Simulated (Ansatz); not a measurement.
C$_{2}$H$_{4}$BClO, SMILES `ClB1CCO1`, relaxed with RKS PBE0-D4/def2-TZVP in Ansatz 0.2.0 from a PBE-D4/def2-SVP geometry. The force threshold is 0.005 eV/Å; the program also tests the step.

Total charge 0; spin multiplicity 1.

Start:

```xyz
9

Cl   -0.309   -0.567    2.798
B     0.005   -0.150    1.122
C    -0.678   -0.367   -0.293
C     0.573    0.440   -0.703
O     1.089    0.561    0.674
H    -0.726   -1.404   -0.675
H    -1.649    0.134   -0.465
H     1.311   -0.095   -1.335
H     0.384    1.449   -1.123
```

(1) By how much does the energy fall, and how many steps does the optimiser take? (Estimate.)

(2) Which bonds change most? (An estimate is asked.)

(3) Give the relaxed structure. (Best estimate.)

Answers

(1) Ansatz gave: 0.80 kcal/mol, in 5 steps.

(2) Ansatz gave: C4–H9 from 1.109 to 1.091 Å; C4–H8 from 1.109 to 1.091 Å; C3–H6 from 1.106 to 1.089 Å; C3–H7 from 1.106 to 1.089 Å.

(3) The calculation gave: 
```xyz
9

Cl   -0.307   -0.564    2.775
B     0.006   -0.149    1.112
C    -0.672   -0.364   -0.290
C     0.568    0.437   -0.702
O     1.078    0.556    0.664
H    -0.718   -1.384   -0.669
H    -1.628    0.131   -0.462
H     1.294   -0.094   -1.318
H     0.379    1.430   -1.110
```
